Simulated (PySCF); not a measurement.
F₃Si, SMILES [Si](F)(F)F, multiplicity 2. Atoms are numbered in the order given.

```xyz
4

F      1.2796     0.7388    -0.1944
Si     0.0000     0.0000     0.3750
F     -1.2796     0.7388    -0.1944
F      0.0000    -1.4776    -0.1944
```
Charge 0, spin multiplicity 2.

The structure is a stationary point at r2SCAN-D4/def2-TZVP. The isomer is the one that the SMILES or the coordinates give; other isomers of the formula were not compared.

Level of theory: SMD-PBE0/6-31G* in PySCF.

Solvation free energies are E(SMD) − E(gas) at the gas-phase geometry, for 1 M in both phases. In vacuum the dipole moment is 1.25 D.

```
solvent  ΔG(solv) (kcal/mol)  its non-electrostatic (CDS) part  dipole (D)
-------  -------------------  --------------------------------  ----------
water                    0.6                               2.4        1.44
benzene                 -0.9                               0.0        1.34
toluene                 -0.8                               0.1        1.34
```
